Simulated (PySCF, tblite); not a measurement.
Compound: C4H12NPSi2.
Geometry (GFN2-xTB, Å), atoms numbered from 1 in this order:
```
atom  x, y, z in Å
C1     3.3900    1.2762   -0.3326
C2     2.5861    0.0858   -0.1440
C3     1.9428   -0.9136    0.0156
C4     1.1123   -2.0800    0.2078
Si5   -0.5391   -1.6074    1.0409
N6    -1.1215   -0.2369    0.1583
Si7   -2.5776    0.6486    0.4177
P8    -2.6166    2.1755   -1.2210
H9     3.4880    1.8125    0.6115
H10    4.3846    1.0084   -0.6902
H11    2.9185    1.9339   -1.0632
H12    1.6457   -2.8072    0.8216
H13    0.9277   -2.5474   -0.7623
H14   -0.3385   -1.2687    2.4539
H15   -1.5131   -2.6943    0.9154
H16   -0.4268    0.2156   -0.4176
H17   -3.6855   -0.3120    0.4009
H18   -2.5993    1.3643    1.7013
H19   -3.1027    1.3183   -2.1908
H20   -3.8801    2.6392   -0.9115
```

Jobs on this species (20 atoms, 86 electrons) with PySCF (density fitting) and tblite. Hardware of each: one thread, Arm Neoverse V1 (aarch64), no GPU, shared host. The host was shared with other jobs, so the times are rough.

```
level and settings                                     work  basis functions  SCF cycles  wall time
          GFN2-xTB                        L-BFGS relaxation                –           –          ?
          GFN2-xTB            Hessian by finite differences                –           –      1.0 s
     PBE0/pcSseg-1  shieldings, charges and field gradients              217          14       41 s
```

Question: Fill in the missing figures.

Answer: 
- GFN2-xTB; L-BFGS relaxation: 1.4 s

Question: What do all jobs in the table cost together?

Answer: About 43 s; the longest takes about 94 % of that, and about 41 times as long as the shortest.
